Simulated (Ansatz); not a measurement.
System: BNH2, charge 1, doublet. BNH2+ (parent SMILES B=N, doublet).
B3LYP-D3(BJ)/def2-TZVP minimum from Ansatz (a first-principles code):
```xyz
4

B      0.0000     0.0000    -0.7348
N      0.0000     0.0000     0.5701
H      0.0000     0.0000    -1.9032
H      0.0000     0.0000     1.5866
```
Charge +1, spin multiplicity 2.

Total energies in aug-cc-pVDZ, 9 correlated electrons, 2 frozen orbitals. Open shells are spin-unrestricted; no spin-orbit coupling. Correlated methods leave the cores frozen. No relativity. The spin of H2BN+ (parent SMILES B=N, doublet) was assumed, and the state is the lowest solution found for it.

```tsv
method	program	energy (Eh)	minus CCSDT(Q) (mEh)
HF	Ansatz	-79.95992	226.58
MP2	Ansatz	-80.15279	33.70
CCSD	Ansatz	-80.17901	7.49
CCSD(T)	Ansatz	-80.18523	1.27
CCSDT(Q)	Ansatz	-80.18650	0.00
```

Rough core times of Ansatz's runs on a shared machine: CCSD(T) under 20 s, CCSDT(Q) 2 min.
